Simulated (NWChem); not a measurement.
# A calculation on HGe (+1)

```xyz
2

Ge     0.0000     0.0000     0.0482
H      0.0000     0.0000    -1.5435
```
Charge +1, spin multiplicity 1.

All runs are NWChem calculations. Structure: optimised with PBE0/def2-SVP, a minimum by its harmonic frequencies.

Static limit.

The Hamiltonian is non-relativistic. B3LYP has NWChem's definition, with VWN1-RPA local correlation. The spin multiplicity of the parent species was assumed, not shown to be that of its ground state. The structure started from a generated list of species.

Task: Give the polarisability tensor in bohr³ at B3LYP/def2-SVPD, VWN1-RPA local correlation, in the frame of the coordinates, and its isotropic mean.

Result: 
```
18.55   0.00   0.00
 0.00  18.55   0.00
 0.00   0.00  26.55
```
Mean (one third of the trace): 21.22 bohr³.
